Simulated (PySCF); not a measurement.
# Iron: a sound run and one with changed settings

Sound run: Fe [Ar] 3d6 4s2, Fe⁺ [Ar] 3d6 4s1. Calculation: PySCF 2.14, in x2c-SVPall; scalar relativity by spin-free X2C-1e. The sound run starts from symmetry-adapted Hartree-Fock orbitals and uses a fine grid where one is needed.

Changed run: radial step 0.8 in ln r (0.13 in the sound run). This setting is unsound on purpose.

```tsv
species	method	sound run (hartree)	changed run (hartree)	converged
Fe	UHF	-1271.13086	-1271.13086	yes
Fe	PBE	-1272.15314	-1271.89319	yes
Fe	MN15	-1273.04169	-1273.36178	yes
Fe⁺	UHF	-1270.89440	-1270.89440	yes
Fe⁺	PBE	-1271.86277	-1271.61484	yes
Fe⁺	MN15	-1272.74653	-1273.06164	yes
```

Ionisation energy of Fe:

```tsv
method	sound run (eV)	changed run (eV)
UHF	6.434	6.434
PBE	7.901	7.574
MN15	8.032	8.167
```

A coarse radial grid mis-integrates the density and the exchange-correlation energy, with errors of either sign; Hartree-Fock needs no grid.

For comparison, NIST gives 7.902 eV between the lowest levels.
